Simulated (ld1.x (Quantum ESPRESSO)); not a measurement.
## phosphorus TM: all-electron and pseudo phase curves

```
Element                 : phosphorus
Generator               : ld1.x (Quantum ESPRESSO) 7.5
Type                    : norm-conserving Troullier–Martins (Kleinman–Bylander form)
Functional              : PBE
Relativity              : non-relativistic
Frozen core             : [Ne]
Valence charge          : 5
Reference configuration : 3s1 3p4
Partial waves           : 3s (bound): rc 1.65 bohr; 3p (bound): rc 1.90 bohr; 3d channel at 0.35 Ry: rc 1.55 bohr
Local potential         : all-electron potential smoothed inside 1.25 bohr (lloc = -2)
Core correction         : a·sin(br)/r model core, default radius (core density twice the valence density)
```

The phase is arctan(r·u′/u) with u = r·R(r), unwrapped; energies in Ry, scanned from -3 to 5 Ry. A pole is an energy at which the radial function vanishes at the test radius. The pseudo phase is shifted by a multiple of π to meet the all-electron one at the reference energy, and phase errors are pseudo minus all-electron; the curves can meet again beyond the range given. Levels narrower than the energy grid can be missing from the lists of poles.

For each channel, where are the poles, and over which energies does the pseudopotential scatter like the atom?

```tsv
channel	radius (bohr)	reference energy (Ry)	poles, all-electron	poles, pseudo	unbroken range about the reference energy with phases within 0.05 rad	phase error 1 Ry above the reference energy (rad)
s	2.06	-1.07	0.90	0.82	below 2.5	-0.004
p	2.06	-0.45	1.94	1.85	below 3.9	-0.004
d	2.06	0.35	2.96	2.98	the whole range	+0.001
```

Phases in the d channel:

| E (Ry) | all-electron | pseudo |
| --- | --- | --- |
| -3.00 | 1.294 | 1.295 |
| -2.76 | 1.283 | 1.283 |
| -2.52 | 1.271 | 1.271 |
| -2.28 | 1.256 | 1.256 |
| -2.04 | 1.240 | 1.240 |
| -1.80 | 1.221 | 1.221 |
| -1.56 | 1.198 | 1.198 |
| -1.32 | 1.171 | 1.171 |
| -1.08 | 1.137 | 1.137 |
| -0.84 | 1.095 | 1.095 |
| -0.60 | 1.041 | 1.041 |
| -0.36 | 0.967 | 0.968 |
| -0.12 | 0.864 | 0.864 |
| 0.12 | 0.711 | 0.711 |
| 0.36 | 0.475 | 0.475 |
| 0.60 | 0.117 | 0.117 |
| 0.84 | -0.331 | -0.330 |
| 1.08 | -0.729 | -0.728 |
| 1.32 | -1.003 | -1.002 |
| 1.56 | -1.181 | -1.179 |
| 1.80 | -1.300 | -1.298 |
| 2.04 | -1.385 | -1.383 |
| 2.28 | -1.448 | -1.446 |
| 2.52 | -1.498 | -1.496 |
| 2.76 | -1.540 | -1.538 |
| 3.00 | -1.576 | -1.573 |
| 3.24 | -1.608 | -1.604 |
| 3.48 | -1.638 | -1.633 |
| 3.72 | -1.666 | -1.661 |
| 3.96 | -1.695 | -1.688 |
| 4.20 | -1.724 | -1.716 |
| 4.44 | -1.756 | -1.746 |
| 4.68 | -1.791 | -1.778 |
| 4.92 | -1.832 | -1.814 |
